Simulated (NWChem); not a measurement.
A series in which one site is exchanged, each optimised at PBE0/def2-SVP with NWChem, gas phase unless a solvent is named. Some are not confirmed as minima by frequencies. def2 effective core potentials on Sn; no spin-orbit coupling.

A: CCF (C$_{2}$H$_{5}$F; site = C)
B: [F][GeH2][CH3] (CH5FGe; site = Ge)
C: C[SiH2]F (CH$_{5}$FSi; site = Si)
D: [CH3][SnH2][F] (CH5FSn; site = Sn)

Question: Rank them by static polarisability, B3LYP/def2-SVPD (bohr³), lowest first.

Answer: A (29.1), C (40.4), B (44.3), D (53.5)
